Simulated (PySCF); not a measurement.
**`CC1=C(OC=O)COC1`, C6H8O3**

Molfile (atoms numbered from 1):
```
C6H8O3
     RDKit          3D

 17 17  0  0  0  0  0  0  0  0999 V2000
   -0.5145    2.1495   -0.1460 C   0  0  0  0  0  0  0  0  0  0  0  0
   -0.5956    0.6678   -0.0910 C   0  0  0  0  0  0  0  0  0  0  0  0
    0.3824   -0.2255    0.0505 C   0  0  0  0  0  0  0  0  0  0  0  0
    1.7134    0.1128    0.1780 O   0  0  0  0  0  0  0  0  0  0  0  0
    2.6675   -0.7959    0.3165 C   0  0  0  0  0  0  0  0  0  0  0  0
    2.5593   -1.9849    0.3552 O   0  0  0  0  0  0  0  0  0  0  0  0
   -0.1668   -1.6245    0.0492 C   0  0  0  0  0  0  0  0  0  0  0  0
   -1.5659   -1.4544   -0.1093 O   0  0  0  0  0  0  0  0  0  0  0  0
   -1.8933   -0.0765   -0.1979 C   0  0  0  0  0  0  0  0  0  0  0  0
    0.5178    2.4725   -0.0493 H   0  0  0  0  0  0  0  0  0  0  0  0
   -0.9170    2.5131   -1.0907 H   0  0  0  0  0  0  0  0  0  0  0  0
   -1.1044    2.5885    0.6576 H   0  0  0  0  0  0  0  0  0  0  0  0
    3.6270   -0.2555    0.3959 H   0  0  0  0  0  0  0  0  0  0  0  0
    0.2295   -2.2280   -0.7776 H   0  0  0  0  0  0  0  0  0  0  0  0
    0.0391   -2.1548    0.9880 H   0  0  0  0  0  0  0  0  0  0  0  0
   -2.4006    0.1188   -1.1532 H   0  0  0  0  0  0  0  0  0  0  0  0
   -2.5849    0.1890    0.6142 H   0  0  0  0  0  0  0  0  0  0  0  0
  1  2  1  0
  2  3  2  0
  3  4  1  0
  4  5  1  0
  5  6  2  0
  3  7  1  0
  7  8  1  0
  8  9  1  0
  9  2  1  0
  1 10  1  0
  1 11  1  0
  1 12  1  0
  5 13  1  0
  7 14  1  0
  7 15  1  0
  9 16  1  0
  9 17  1  0
M  END
```

Computed with GIAO KT3/pcSseg-1 magnetisability, rotational g tensor and spin-rotation constants, non-relativistic, gas phase in PySCF. Geometry: GFN2-xTB.

Problem. Give the nuclear spin-rotation constants along the inertial axes (H = +C I·J) beside the isotropic shieldings.

Solution. Rotational constants 2.7814, 1.3093, 0.9054 GHz. A star marks the isotopologue with that one atom substituted, in its own axes.
```
atom  isotope  Caa (kHz)  Cbb (kHz)  Ccc (kHz)  mean (kHz)  σ (ppm)
 H10       1H     -0.078     -0.043     -0.103      -0.075     29.3
 H11       1H     -0.177     -0.132     -0.027      -0.112     30.2
 H12       1H     -0.176     -0.131     -0.028      -0.112     30.2
 H13       1H     -0.028      0.006     -0.074      -0.032     23.8
 H14       1H     -0.202     -0.072      0.013      -0.087     26.1
 H15       1H     -0.203     -0.071      0.013      -0.087     26.1
 H16       1H     -0.092     -0.132      0.006      -0.073     26.8
 H17       1H     -0.094     -0.132      0.007      -0.073     26.8
  C1     13C*      0.427      0.175      0.105       0.236    173.3
  C2     13C*      0.905      0.505      0.146       0.519     71.7
  C3     13C*      0.878      0.577      0.217       0.557     44.5
  O4     17O*     -0.704     -0.485     -0.124      -0.438     87.7
  C5     13C*      1.326      0.359      0.237       0.641     37.9
  O6     17O*     -1.562     -0.653     -0.089      -0.768    -75.0
  C7     13C*      0.513      0.332      0.243       0.363    107.1
  O8     17O*     -0.221     -0.043     -0.125      -0.129    295.7
  C9     13C*      0.707      0.248      0.244       0.400    105.1
```
For the geometry as given, no vibrational averaging.
